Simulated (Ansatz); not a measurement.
Mulliken charges of CCl3NSi (`N#C[Si](Cl)(Cl)Cl`) from B3LYP/def2-TZVPP in Ansatz (PBE0-D4/def2-TZVP geometry).

| atom | x (Å) | y (Å) | z (Å) | charge (e) |
| --- | --- | --- | --- | --- |
| N1 | 1.847 | -1.377 | 0.974 | 0.015 |
| C2 | 0.997 | -0.746 | 0.521 | -0.243 |
| Si3 | -0.355 | 0.258 | -0.201 | 0.684 |
| Cl4 | -1.738 | -1.002 | -0.948 | -0.152 |
| Cl5 | 0.430 | 1.407 | -1.658 | -0.152 |
| Cl6 | -1.139 | 1.396 | 1.265 | -0.152 |

**Question.** By hand: the dipole of these point charges (1 e Å = 4.8032 D).

**Answer.** Σ q r = (-0.085, 0.063, -0.046) e Å, of length 0.115 e Å = 0.55 D.

**Question.** How does the dipole of the full density compare? (Estimate.)

**Answer.** Ansatz gave: (-0.388, 0.288, -0.207) e Å, 2.52 D; the point charges give 0.22 times that, at 0° from its direction.

Point charges leave out the atoms' own dipoles, such as those of lone pairs, and Mulliken's split depends on the basis, so the two needn't agree.

B3LYP here is the variant with VWN-RPA as its local correlation; programs differ in this.
